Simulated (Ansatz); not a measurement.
Consider the redistribution: `C[Si](N)(N)F` + disilane → `C[Si](N)(N)[SiH3]` + `F[SiH3]`.

Isolated molecules relaxed with PBE0-D4/def2-TZVP in Ansatz; ΔE leaves out vibrations. CCSD(T)/CBS is the MP2 limit (def2-TZVPP, def2-QZVPP) plus CCSD(T) − MP2 in def2-TZVPP, frozen cores. This one scheme is used for every species. DFT in def2-TZVPP. One conformer a species, not always the lowest.

```tsv
level	ΔE (kJ/mol)	difference from CCSD(T)/CBS
ωB97X-V	54.4	2.2
PBE	54.6	2.4
r2SCAN	57.9	5.7
PBE0	57.5	5.3
HF/def2-TZVPP	57.9	5.7
MP2/def2-TZVPP	49.3	-2.9
CCSD(T)/def2-TZVPP	53.4	1.2
MP2/def2-QZVPP	48.3	-3.9
SCS-MP2/def2-QZVPP	47.9	-4.3
HF/CBS(def2)	56.9	4.7
CCSD(T)/CBS	52.2	0
```

Largest T1 diagnostic among the species: 0.013.

The D4 term adds −3.8 kJ/mol with B3LYP and −2.6 kJ/mol with PBE0; it sums over pairs of atoms, weighted by their polarisabilities, and B3LYP, whose exchange is more repulsive, gets the larger term. In def2-TZVPP, CCSD(T) changes the Hartree–Fock value by −4.5 kJ/mol (the triples alone add −1.5 kJ/mol) and MP2 by −8.5 kJ/mol.

CCSD(T)/CBS has its own doubt, a few kJ/mol and more with outer-core shells, so smaller differences from it don't rank the levels.

B3LYP here is the variant with VWN-RPA as its local correlation; programs differ in this.
